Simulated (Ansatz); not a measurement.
`C=N[Si](O)(F)Cl` at its PBE0-D4/def2-TZVP geometry, where that method's forces vanish. The species carries charge 0 and has multiplicity 1.

```json
{"atom": "C1", "x (Å)": "-0.077", "y (Å)": "-0.183", "z (Å)": "1.774"}
{"atom": "N2", "x (Å)": "-0.603", "y (Å)": "-0.098", "z (Å)": "0.634"}
{"atom": "Si3", "x (Å)": "0.188", "y (Å)": "0.275", "z (Å)": "-0.839"}
{"atom": "O4", "x (Å)": "-0.097", "y (Å)": "-0.867", "z (Å)": "-1.946"}
{"atom": "F5", "x (Å)": "1.764", "y (Å)": "0.349", "z (Å)": "-0.703"}
{"atom": "Cl6", "x (Å)": "-0.468", "y (Å)": "2.103", "z (Å)": "-1.432"}
{"atom": "H7", "x (Å)": "-0.691", "y (Å)": "-0.443", "z (Å)": "2.643"}
{"atom": "H8", "x (Å)": "0.990", "y (Å)": "-0.013", "z (Å)": "1.975"}
{"atom": "H9", "x (Å)": "-1.006", "y (Å)": "-1.123", "z (Å)": "-2.106"}
```

(1) For each bond, give half the difference of the two atoms' forces along it (eV/Å; positive pushes the atoms apart) under PBE-D4, r2SCAN-D4, B3LYP-D4, ωB97M-V in def2-TZVPP. (Estimate.)

Answers

(1) Ansatz gave: 
```
   bond  length (Å)  PBE-D4  r2SCAN-D4  B3LYP-D4  ωB97M-V
  C1–N2       1.258    0.59       0.27      0.15     0.08
  C1–H7       1.095   -0.02      -0.06     -0.13    -0.10
  C1–H8       1.099   -0.01      -0.04     -0.07    -0.09
 N2–Si3       1.712   -0.15      -0.10     -0.04    -0.01
 Si3–O4       1.616    0.27       0.04      0.06     0.07
 Si3–F5       1.584    0.49       0.05      0.15     0.11
Si3–Cl6       2.031    0.05       0.03      0.12     0.00
  O4–H9       0.958    0.29       0.01     -0.03    -0.06
```

B3LYP here is the variant with VWN-RPA as its local correlation; programs differ in this.
